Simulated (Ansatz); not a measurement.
The cluster SeS4⁺, relaxed as a doublet with UKS PBE-D4/def2-SVP in Ansatz, starting from the GFN1-xTB geometry. Force threshold 0.02 eV/Å.

The relaxation made no stability test and no search for a lower SCF solution. The structure comes from a short search, and lower isomers may exist.

Start:

Cartesian coordinates in Å:
```
S -1.222 -0.090 1.181
S 0.714 0.945 -1.270
S 1.674 -0.169 0.120
S 0.228 -1.441 0.796
Se -1.393 0.755 -0.826
```

```json
{"step": "1", "energy (eV)": "-108634.0917", "largest force component (eV/Å)": "1.637", "SCF passes": "18"}
{"step": "2", "energy (eV)": "-108634.3227", "largest force component (eV/Å)": "0.286", "SCF passes": "28"}
{"step": "3", "energy (eV)": "-108634.3286", "largest force component (eV/Å)": "0.136", "SCF passes": "23"}
{"step": "4 (rejected)", "energy (eV)": "-108634.3280", "largest force component (eV/Å)": "0.138", "SCF passes": "23"}
{"step": "5", "energy (eV)": "-108634.3312", "largest force component (eV/Å)": "0.067", "SCF passes": "24"}
{"step": "6 (rejected)", "energy (eV)": "-108634.3307", "largest force component (eV/Å)": "0.081", "SCF passes": "23"}
{"step": "7", "energy (eV)": "-108634.3319", "largest force component (eV/Å)": "0.021", "SCF passes": "24"}
{"step": "8", "energy (eV)": "-108634.3320", "largest force component (eV/Å)": "0.021", "SCF passes": "18"}
{"step": "9", "energy (eV)": "-108634.3320", "largest force component (eV/Å)": "0.014", "SCF passes": "25"}
```

Force components are those of the run's own axes.

End:

```xyz
5

S    -1.1993   -0.0775    1.2473
S     0.7386    0.9432   -1.3424
S     1.7001   -0.1243    0.1945
S     0.1993   -1.5080    0.7509
Se   -1.4388    0.7667   -0.8503
```

By distances, no bond broke or formed. The bond that changes most is S1–Se5, from 2.18 to 2.27 Å (atoms count from 1).

No frequencies were taken in this run, so the end may be a saddle point.

Run time 11 s (4 threads of Arm Neoverse V1 on a shared host).
